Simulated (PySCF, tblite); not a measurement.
Isomers of C4H11N3Si, one GFN2-xTB conformer each. Single-point energies are computed at PBE0/pcSseg-1 (PySCF, gas phase, no added dispersion term), electronic only.

```json
{"SMILES": "CN[Si@H]1N=CCN1C", "GFN2-xTB relative energy (kcal/mol)": "0.0"}
{"SMILES": "C#CCN[Si@H](N)NC", "GFN2-xTB relative energy (kcal/mol)": "37.7"}
{"SMILES": "N#C[SiH2]CNCCN", "GFN2-xTB relative energy (kcal/mol)": "72.8"}
```

Conformers: `[CH3:1][NH:2][Si@H:3]1[N:4]=[CH:5][CH2:6][N:7]1[CH3:8]` with C1–N2–Si3–N4 90°, N2–Si3–N4–C5 120°, N4–C5–C6–N7 -8°, C5–C6–N7–C8 175°, N2–Si3–N7–C6 -135°; `[CH:1]#[C:2][CH2:3][NH:4][Si@H:5]([NH2:6])[NH:7][CH3:8]` with C2–C3–N4–Si5 -85°, C3–N4–Si5–N6 -57°, N4–Si5–N6–H -47° and 178°, N4–Si5–N7–C8 171°; `[N:1]#[C:2][SiH2:3][CH2:4][NH:5][CH2:6][CH2:7][NH2:8]` with C2–Si3–C4–N5 -37°, Si3–C4–N5–C6 -59°, C4–N5–C6–C7 -179°, N5–C6–C7–N8 174°, C6–C7–N8–H 59° and -60°.

Problem. What does PBE0/pcSseg-1 give for the same structures?

Solution. 
```
          SMILES  PBE0/pcSseg-1 E (Eh)  PBE0/pcSseg-1 (kcal/mol)  GFN2-xTB (kcal/mol)  point group
CN[Si@H]1N=CCN1C            -612.27970                       0.0                  0.0           C1
C#CCN[Si@H](N)NC            -612.23170                      30.1                 37.7           C1
  N#C[SiH2]CNCCN            -612.21137                      42.9                 72.8           C1
```

Both levels put the same isomer lowest; measured from each level's own lowest isomer, the values differ by up to 29.9 kcal/mol (N#C[SiH2]CNCCN: 72.8 against 42.9). As drawn, the lowest has a C=N bond, which the highest lacks; the highest has a C≡N group and an Si–C bond, which the lowest lacks.

Problem. Which frontier levels, dipoles and rotational constants go with these structures?

Solution. 
| SMILES | HOMO (eV, PBE0/pcSseg-1) | LUMO (eV) | dipole (D) | A, B, C (MHz) |
| --- | --- | --- | --- | --- |
| CN[Si@H]1N=CCN1C | -6.37 | -0.19 | 1.89 | 2793, 1371, 994.9 |
| C#CCN[Si@H](N)NC | -6.51 | 1.05 | 1.58 | 3587, 825.1, 760.8 |
| N#C[SiH2]CNCCN | -6.60 | -0.48 | 4.10 | 2388, 844.9, 713.0 |

Problem. What happens when harmonic zero-point energies from GFN2-xTB frequencies are added?

Solution. 
| SMILES | ZPE (kcal/mol) | electronic (kcal/mol) | with ZPE (kcal/mol) |
| --- | --- | --- | --- |
| CN[Si@H]1N=CCN1C | 96.0 | 0.0 | 0.0 |
| C#CCN[Si@H](N)NC | 94.0 | 30.1 | 28.2 |
| N#C[SiH2]CNCCN | 94.2 | 42.9 | 41.1 |

The zero-point energies span 2.0 kcal/mol. The order is unchanged.
